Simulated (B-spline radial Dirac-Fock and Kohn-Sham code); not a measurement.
## Compton profile of Cd³⁵⁺

System: cadmium as Cd³⁵⁺, configuration [Ne] 3s2 3p1.

Input of the calculation (task.json; shells as n, l, electrons):

```json
{"items": [{
  "Z": 48,
  "q": 35,
  "cfg": [[1, 0, 2], [2, 0, 2], [2, 1, 6], [3, 0, 2], [3, 1, 1]],
  "A": 114,
  "rrms": 4.6087,
  "do": ["scatter"],
  "s": [0.0, 0.06, 0.07, 0.09, 0.12, 0.15, 0.18, 0.23, 0.29, 0.37, 0.46, 0.58, 0.73, 0.92, 1.16, 1.46, 1.84, 2.32, 2.91, 3.67, 4.62, 5.82, 7.32],
  "pz": [0, 0.1, 0.2, 0.3, 0.4, 0.5, 0.6, 0.8, 1.0, 1.2, 1.4, 1.6, 1.8, 2.0, 2.5, 3.0, 4.0, 5.0, 7.0, 10.0, 15.0, 20.0, 30.0, 40.0, 60.0, 100.0],
  "hv_scatter": [5000, 10000, 17479.3, 20000, 30000, 100000, 500000, 1000000]
}]}
```

Command: `python xray_run.py task.json out`

Level of theory: the impulse approximation on relativistic Hartree-Fock (Dirac-Fock) wave functions, averaged over the configuration; a radial B-spline solver. pz is in atomic units of momentum; subshell profiles are per electron, for a selection of subshells; open shells are spread over both j values by their weights.

| pz | J total | J 2s1/2 | J 2p3/2 | J 3p3/2 |
| --- | --- | --- | --- | --- |
| 0 | 0.6497 | 0.0598 | 0.0311 | 0.0730 |
| 0.3 | 0.6480 | 0.0597 | 0.0311 | 0.0730 |
| 0.4 | 0.6467 | 0.0596 | 0.0311 | 0.0729 |
| 0.5 | 0.6451 | 0.0596 | 0.0311 | 0.0729 |
| 0.6 | 0.6430 | 0.0595 | 0.0311 | 0.0729 |
| 0.8 | 0.6379 | 0.0592 | 0.0311 | 0.0729 |
| 1 | 0.6315 | 0.0589 | 0.0311 | 0.0729 |
| 1.2 | 0.6238 | 0.0585 | 0.0311 | 0.0728 |
| 1.4 | 0.6149 | 0.0581 | 0.0311 | 0.0726 |
| 1.6 | 0.6050 | 0.0576 | 0.0311 | 0.0724 |
| 1.8 | 0.5942 | 0.0570 | 0.0311 | 0.0721 |
| 2 | 0.5825 | 0.0564 | 0.0311 | 0.0716 |
| 2.5 | 0.5509 | 0.0546 | 0.0311 | 0.0700 |
| 3 | 0.5171 | 0.0525 | 0.0310 | 0.0674 |
| 4 | 0.4504 | 0.0475 | 0.0308 | 0.0592 |
| 5 | 0.3925 | 0.0419 | 0.0304 | 0.0479 |
| 7 | 0.3111 | 0.0301 | 0.0287 | 0.0244 |
| 10 | 0.2337 | 0.0154 | 0.0243 | 0.00634 |
| 15 | 0.1349 | 0.00383 | 0.0149 | 0.00360 |
| 20 | 0.07582 | 0.00163 | 0.00767 | 0.00263 |
| 30 | 0.02836 | 0.00141 | 0.00173 | 0.000645 |
| 40 | 0.01267 | 0.000881 | 0.000415 | 0.000147 |
| 60 | 0.003298 | 0.000242 | 3.71e-05 | 1.22e-05 |
| 100 | 0.0004142 | 2.66e-05 | 1.20e-06 | < 1e-6 |

J(0) = 0.6497. The 3s1/2 subshell gives the largest part, 37 %.

Mean momentum ⟨p⟩ by subshell (a.u.): 1s1/2 43.7, 2s1/2 15.7, 2p1/2 20.9, 2p3/2 20.0, 3s1/2 8.88, 3p1/2 10.6, 3p3/2 10.3.
